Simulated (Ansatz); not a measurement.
Geometry optimisation, Ansatz 0.2.0, RKS PBE/def2-SVPD.

Input:

```yaml
crystal:
  periodic: [false, false, false]
  atoms:
    - { symbol: "N", position_ang: [-0.1492, 0.3663, -1.7342] }
    - { symbol: C, position_ang: [-0.8827, -0.1473, -0.7983] }
    - { symbol: Si, position_ang: [-0.1774, -0.3278, 0.9149] }
    - { symbol: "N", position_ang: [1.5134, 0.3267, 0.9863] }
    - { symbol: H, position_ang: [-0.7477, 0.4204, -2.631] }
    - { symbol: H, position_ang: [-1.9, -0.5098, -0.9602] }
    - { symbol: H, position_ang: [-0.0152, -1.7525, 1.3195] }
    - { symbol: H, position_ang: [-0.9081, 0.424, 1.9253] }
    - { symbol: H, position_ang: [1.9744, -0.1312, 0.2963] }
    - { symbol: H, position_ang: [1.3756, 1.2799, 0.6845] }
basis:
  gaussian: { orbitals: def2-SVPD }
hamiltonian:
  xc: pbe
relax:
  f_tol: 0.015
  max_steps: 40
output:
  orbitals: {}
```

Launched with:

```bash
$ ansatz run input.yaml --threads 2 --pin off --max-ram 3072MiB --backend cpu --events-out ev --progress --plain --runs-dir out
```

Question: Where does it end, and by what steps?

Answer: The forces met the threshold. After 8 steps the energy has fallen by 0.475 eV; H10 moved furthest, 0.34 Å.

| step | energy less start (eV) | largest force component (eV/Å) | accepted |
| --- | --- | --- | --- |
| 0 | 0.0000 | 3.455 | yes |
| 1 | -0.3416 | 1.437 | yes |
| 2 | -0.4096 | 0.674 | yes |
| 3 | -0.4409 | 0.495 | yes |
| 4 | -0.4556 | 0.454 | yes |
| 5 | -0.4708 | 0.169 | yes |
| 6 | -0.4744 | 0.087 | yes |
| 7 | -0.4751 | 0.044 | yes |
| 8 | -0.4752 | 0.004 | yes |

```xyz
10
Properties=species:S:1:pos:R:3
N -0.318 0.365 -1.829
C -0.947 -0.168 -0.842
Si -0.108 -0.297 0.876
N 1.511 0.345 0.994
H -0.887 0.369 -2.693
H -1.988 -0.569 -0.952
H -0.072 -1.757 1.236
H -0.987 0.441 1.848
H 2.250 -0.134 0.475
H 1.630 1.354 0.891
```

Whether the end is a true minimum wasn't checked by a vibrational analysis.

Run time: 37 s on 2 threads of Arm Neoverse N1, on a shared host, peak memory 0.15 GiB.
